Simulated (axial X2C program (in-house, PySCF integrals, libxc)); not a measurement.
Correcting the dissociation energy of CaSi⁺ for spin–orbit coupling

A spin-free CCSD(T) curve (one-electron X2C) was computed with an axial X2C code built on PySCF integrals, basis Ca dyall-cv3z [11s12p6d4f], Si dyall-v3z [8s7p2d1f] (cores contracted in-house), for the state M_S = 3/2, Λ = 0 (beyond evenly filled blocks: σα, π+α, π-α). It gives D0 = 1.248 eV to Ca+ + Si, which in a spin-free picture are the weighted means of the ground terms.

Correlated methods: 13 electrons correlated (number of frozen shells: Ca 2 s, 1 p; Si 2 s, 1 p), 223 virtual spin orbitals or spinors in MP2, 90 natural virtuals in coupled cluster.

Measured levels of the ground terms (NIST Handbook of Basic Atomic Spectroscopic Data), in cm⁻¹: Ca+ 2S: J = 1/2 at 0; Si 3P: J = 0 at 0, J = 1 at 77.1, J = 2 at 223.2.

The molecular state has Λ = 0, so it has no first-order lowering.

(1) How far does each ground level lie under the (2J+1)-weighted mean of its term?

(2) Correct D0.

Second-order spin–orbit effects in the molecule, which grow quickly with Z, are left out. Occupations by symmetry block were frozen at the best pattern of an incomplete PBE0 search. De is counted from the lowest determinant-based energies of the atoms at the same level, without counterpoise correction. CCSD and (T) use frozen natural virtuals with an MP2 correction for the truncation; (T) itself is uncorrected, so its De runs slightly low. PBE0 can misorder states that lie within some tenths of an eV, so this need not be the ground state of the molecule. The nearest other spin-free determinant of the search, M_S = 1/2, Λ = 1, lies 0.64 eV up at the distance of the search.

Results:

(1) Ca+: a single level, 0; Si: (1 × 0 + 3 × 77.1 + 5 × 223.2)/9 = 150 cm⁻¹.

(2) D0 = 1.248 + (0 − 150)/8065.5 = 1.229 eV at CCSD(T) with these spin–orbit terms.
